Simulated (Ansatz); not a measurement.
Cost and result for the atomization energy of C₂H₅BGaN, SMILES `N#CC[BH][GaH2]` (10 atoms, 9 bonds).

Cartesian coordinates in Å:
```
N -0.473 2.410 -0.815
C -0.396 1.289 -1.064
C -0.275 -0.139 -1.279
B 0.119 -0.964 0.007
Ga 0.433 -0.076 1.863
H 0.464 -0.338 -2.066
H -1.218 -0.539 -1.675
H 0.222 -2.146 -0.178
H 1.861 0.409 2.309
H -0.738 0.093 2.898
```

Total charge 0; spin multiplicity 1. Correlated methods include outer-core shells of Ga, which these sets cover unevenly. Scalar relativity is left out up to krypton. Geometry: relaxed with PBE0-D4/def2-TZVP. It is one conformer, not always the lowest. Program: Ansatz. All runs use 4 threads of an AMD EPYC 9R45 on a shared host. Times are those of one run each, without the atoms' runs, and a repeat can differ threefold. Electronic energies, without spin–orbit coupling; frozen cores. CCSD(T)/CBS adds CCSD(T) − MP2 in def2-TZVPP to the MP2 limit, and its time is that of the two runs behind it. T1 = 0.014. With those shells the extrapolation isn't a true limit. B3LYP takes the VWN-RPA correlation (the form of Gaussian; ORCA's B3LYP/G). HSE06 is the plane-wave form, built on full-range PBE exchange.

CCSD(T)/CBS is a level of theory with its own doubt, some kJ/mol a heavy atom from the limit and from the frozen cores, so smaller differences don't rank the functionals.

| level | functions | wall time | atomization (kJ/mol) | difference from CCSD(T)/CBS | per bond |
| --- | --- | --- | --- | --- | --- |
| revPBE-D4/def2-TZVPP | 242 | 0.7 s | 3641.9 | 15.8 | 1.7 |
| BLYP-D4/def2-TZVPP | 242 | 0.75 s | 3646.8 | 20.7 | 2.3 |
| PBE-D4/def2-TZVPP (with forces) | 242 | 0.9 s | 3736.4 | 110.3 | 12.2 |
| BHLYP-D4/def2-TZVPP | 242 | 1.1 s | 3530.9 | -95.2 | -10.6 |
| HSE06-D4/def2-TZVPP | 242 | 1.1 s | 3662.7 | 36.6 | 4.1 |
| CAM-B3LYP-D4/def2-TZVPP | 242 | 1.2 s | 3658.6 | 32.5 | 3.6 |
| B3LYP-D4/def2-TZVPP (with forces) | 242 | 1.6 s | 3643.6 | 17.5 | 1.9 |
| CCSD(T)/def2-SVP | 113 | 2.3 s | 3461.8 | -164.3 | -18.3 |
| B97M-V/def2-TZVPP | 242 | 2.5 s | 3663.1 | 37.0 | 4.1 |
| ωB97X-V/def2-TZVPP | 242 | 2.5 s | 3655.6 | 29.5 | 3.3 |
| MP2/def2-QZVPP | 467 | 7.5 s | 3669.4 | 43.3 | 4.8 |
| CCSD(T)/def2-TZVPP | 242 | 41 s | 3545.3 | -80.8 | -9.0 |
| CCSD(T)/CBS(def2) | – | 48 s | 3626.1 | 0.0 | 0.0 |

Leaving LDA and LC-ωPBE aside and taking each functional with its dispersion term where it has one, the values spread over 205.5 kJ/mol, from BHLYP-D4 to PBE-D4. LDA lies +455.9 kJ/mol from PBE without D4, its usual overbinding. At CCSD(T), def2-SVP lies −164.4 kJ/mol from the extrapolated value and def2-TZVPP −80.9 kJ/mol: correlation converges slowly with the basis, and small sets miss more of it in the bonded molecule than in its fragments. In def2-TZVPP, CCSD(T) changes the Hartree–Fock value by +925.0 kJ/mol (the triples alone add +62.7 kJ/mol) and MP2 by +1001.6 kJ/mol; breaking electron pairs costs correlation energy, which Hartree–Fock lacks.
